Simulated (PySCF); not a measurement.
C₆H₆FPS.
Cartesian coordinates in Å at the GFN2-xTB level; atoms count from 1:
```xyz
15
C6H6FPS angstrom
C      3.1655   -0.2759    0.2587
C      1.7053   -0.1958   -0.0134
F      1.4098   -0.3351   -1.3285
P      0.5419    0.0586    1.1766
C     -1.0095    0.0414    0.2324
C     -2.0817    0.9168    0.5693
C     -3.1744    0.7233   -0.2045
S     -2.9403   -0.5404   -1.3499
C     -1.3460   -0.8088   -0.7797
H      3.6960    0.4977   -0.2981
H      3.5573   -1.2416   -0.0648
H      3.3504   -0.1495    1.3218
H     -2.0131    1.6554    1.3487
H     -4.1113    1.2435   -0.1799
H     -0.7543   -1.5815   -1.2277
```

Probes without a nucleus sit at each ring's centroid and 1 Å off its mean plane on both sides; NICS is minus the shielding there, NICSzz its component along the normal. Level: GIAO PBE0/pcSseg-1 (PySCF, non-relativistic, gas phase) on the GFN2-xTB geometry, one conformer.

Ring bond lengths (Å), with Mayer bond orders in brackets: C5–C6 1.425 (1.24), C6–C7 1.353 (1.60), C7–S8 1.721 (1.17), S8–C9 1.714 (1.20), C9–C5 1.364 (1.53).

**Question.** What do the NICS probes read (ppm)?

**Answer.** 
| ring | type | NICS(0) | NICS(1), two faces | NICS(1)zz, two faces | rms pucker (Å) | centre to ring atoms, mean (Å) |
| --- | --- | --- | --- | --- | --- | --- |
| C5–C6–C7–S8–C9 | 5-membered ring with S; formal bonds all aromatic | -12.5 | -11.5 / -11.3 | -27.5 / -26.6 | 0.00 | 1.28 |

**Question.** What can be read from them?

**Answer.** 
- C5–C6–C7–S8–C9: mean NICS(1)zz -27.0 ppm, shielded. The ring is flat and has no four-coordinate atom; by the NICS criterion it is aromatic.

**Question.** And the bond-length index? HOMA takes Krygowski's 1993 parameters.

**Answer.** 
- C5–C6–C7–S8–C9: HOMA 0.77; the largest term is that of C5–C6, α(R − Ropt)² = 0.35. The geometric and the magnetic index point the same way.

**Question.** List the ring angles and the Hirshfeld charges of the ring atoms.

**Answer.** 
- C5–C6–C7–S8–C9: C5 111.9° (-0.088 e), C6 112.6° (-0.076 e), C7 112.1° (-0.084 e), S8 91.1° (+0.113 e), C9 112.3° (-0.086 e); sum 540.0° against 540° for a flat convex ring.

**Question.** What are the shieldings of the ring atoms and their hydrogens in the same run (means over atoms taken as equivalent)?

**Answer.** 
| atoms | environment | σ isotropic (ppm) |
| --- | --- | --- |
| C5 | substituted aromatic carbon | 49.6 |
| C6 | aromatic CH carbon | 51.6 |
| C7 | aromatic CH next to a ring sulfur | 53.3 |
| S8 | thiophene-type sulfur | 255.0 |
| C9 | aromatic CH next to a ring sulfur | 47.0 |
| H13 | aromatic hydrogen | 24.48 |
| H14 | aromatic hydrogen | 24.51 |
| H15 | aromatic hydrogen | 24.16 |
